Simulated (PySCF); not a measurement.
Vertical excitations of a molecule C2H8BNO from TDA-PBE/def2-SVPD (PySCF), as energy in eV (oscillator strength): 6.16 (0.016), 6.57 (0.029), 6.98 (0.032), 7.17 (0.049), 7.24 (0.008), 7.32 (0.010), 7.43 (0.003), 7.54 (0.214), 7.78 (0.034), 7.91 (0.003). Lowest triplet (TDA): 5.93 eV. Coordinates come from a B3LYP-D3(BJ)/def2-SVP optimisation. One conformer was computed; it need not be the lowest.

**Question.** Pick the molecule that these values belong to.
A) CNBOC
B) COB(C)N
C) CN(C)BO
D) CCOBN

**Answer.** D, CCOBN
